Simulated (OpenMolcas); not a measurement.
Fe I: effect of the IPEA shift

| Quantity | Value |
| --- | --- |
| Program | OpenMolcas 26.06 |
| Basis | ANO-RCC-VTZP [6s5p3d2f1g] |
| Scalar Hamiltonian | DKH2, point nucleus |
| Active space | 8 electrons in 9 orbitals (RAS2 3d 4s; RAS3 4p, at most 2 electrons) |
| State averaging | 2S+1 = 5 even, 15 roots; 2S+1 = 3 even, 68 roots kept (CI in the orbitals of an earlier block, 54 in the spin-orbit step); 2S+1 = 1 even, 32 roots kept (CI in the orbitals of an earlier block, 31 in the spin-orbit step); 2S+1 = 5 odd, 90 roots (78 in the spin-orbit step); 2S+1 = 7 odd, 15 roots kept (CI in the orbitals of an earlier block); 2S+1 = 3 odd, 37 roots kept (CI in the orbitals of an earlier block, 15 in the spin-orbit step); 2S+1 = 1 odd, 13 roots kept (CI in the orbitals of an earlier block, 0 in the spin-orbit step) |
| Spin-orbit coupling | state interaction with AMFI integrals over the reference wave functions, term energies averaged over their components |

Methods on the same reference wave functions:
A. RASSCF
B. MS-RASPT2, IPEA 0 Eh, imaginary shift 0.1 Eh (closed shells correlated: 3s 3p)
C. MS-RASPT2, IPEA 0.25 Eh, imaginary shift 0.1 Eh (closed shells correlated: 3s 3p)

Energies in cm-1 above 3d6 4s2 5D4, the measured ground level; measured values from NIST Handbook of Basic Atomic Spectroscopic Data.

| Level | A | B | C | Measured |
| --- | --- | --- | --- | --- |
| 3d6 4s2 5D4 | 0.0 | 0.0 | 0.0 | 0.0 |
| 3d6 4s2 5D3 | 386 | 389 | 387 | 416 |
| 3d6 4s2 5D2 | 663 | 664 | 662 | 704 |
| 3d6 4s2 5D1 | 842 | 842 | 841 | 888 |
| 3d6 4s2 5D0 | 931 | 930 | 929 | 978 |
| 3d6 4s 4p 7D* 5 | 5869 | 26150 | 26410 | 19351 |
| 3d6 4s 4p 7D* 4 | 6101 | 26380 | 26640 | 19562 |
| 3d6 4s 4p 7D* 3 | 6308 | 26580 | 26850 | 19757 |
| 3d6 4s 4p 7D* 2 | 6471 | 26750 | 27010 | 19912 |
| 3d6 4s 4p 7D* 1 | 6584 | 26860 | 27120 | 20020 |
| 3d7 4s 5F5 | 13460 | 14770 | 14680 | 6928 |
| 3d7 4s 5F4 | 13931 | 15230 | 15150 | 7377 |
| 3d7 4s 5F3 | 14310 | 15610 | 15530 | 7728 |
| 3d7 4s 5F2 | 14595 | 15900 | 15820 | 7986 |
| 3d7 4s 5F1 | 14785 | 16090 | 16010 | 8155 |
| 3d7 4s 3F4 | 19420 | 17290 | 19580 |  |
| 3d7 4s 3F3 | 20027 | 17720 | 20140 |  |
| 3d6 4s2 3H6 | 20079 | 20110 | 21010 | 19390 |
| 3d6 4s2 3H5 | 20285 | 20300 | 21210 | 19621 |
| 3d6 4s2 3H4 | 20443 | 20450 | 21360 | 19788 |
| 3d7 4s 3F2 [75 %] | 20467 | 18030 | 20540 |  |
| 3d6 4s2 3P2 | 21564 | 18740 | 20490 | 18378 |
| 3d6 4s2 3P1 | 22693 | 19880 | 21620 | 19552 |
| 3d6 4s2 3F4 | 23144 | 20870 | 23010 | 20641 |

Deviations, from unrounded energies. A percentage is the sum of absolute deviations over the sum of measured energies, with the sign that they share, or ± where signs differ.

```tsv
Against measurement	Levels	A	B	C
mean absolute deviation (cm-1)	20	5600	3800	4300
fine structure of the ground term (%)	4	-5.5	-5.4	-5.6
other terms of the ground configuration (%)	6	+9.2	+2.5	+9.6
other configurations (%)	10	±73.2	+53.8	+54.4
```

B lies closest to measurement on these levels and A furthest from it. The largest miss of B in the table is 3d7 4s 5F1, by +7900 cm-1. The ranking rests on the paired levels alone, and a cruder setting can come out closer through cancelling errors.

Between B and C the level of the table that moves most is 3d7 4s 3F2 [75 %], by 2500 cm-1 (lowest in B, highest in C). Moves below CASPT2's spread within the term are not significant.

The mean deviations of B to C differ by less than CASPT2's widest spread within a term (2100 cm-1), so their order carries little weight.

From A to B the spin-free energies of the other terms of 3d6 4s2 shown, above 5D, scale by factors of 0.87 to 1.00.

The lowest spin-free term lies below A's lowest term by 0.602 hartree in B, 0.587 hartree in C.

CASPT2 does not keep the components of a term degenerate, so their means are used; among the terms shown or strongly mixed into the levels shown the widest spread is 2100 cm-1 (3d7 4s 3F, B). Over all roots computed the reference weight is 0.85 to 0.91 in B, 0.86 to 0.92 in C; the roots of lowest weight are the least certain, and an intruder state may touch them. Some high roots are left out of the spin-orbit mixing, which shifts the levels that they would mix with. Terms from blocks run as CI alone lack orbitals of their own. A single d shell beside an s shell can misplace configurations of different d count against each other. The CASPT2 spread within a term exceeds the gap to the next term for 3d7 4s 3F and 3d6 4s2 3P, so the order of their levels is uncertain, and so are names and mixing where such terms share a J (figures for B; the like holds for C). Without dynamic correlation excited terms often stand tens of per cent too high (terms of higher spin than the ground term too low), and those without a measured partner can miss by more than the paired ones (holds for A). Blocks of more than 70 roots (2S+1 = 5 odd) ran without multistate coupling (holds for B; C). Some levels mix across a computed gap that differs much from the measured one, so their mixing is not that of the real levels (holds for B). Measured partners are found by configuration, term and J. A level has none where our copy of the source lacks it or the pairing is in doubt (some pairs that miss far off the trend of their configuration count as doubtful), and it then counts in no deviation. Only configurations of the active space appear. The table leaves out levels that lie high or whose names do not pair safely across all columns.

A share in square brackets marks a mixed level and gives the weight of the term that names it, the lowest over the columns. * marks odd parity.
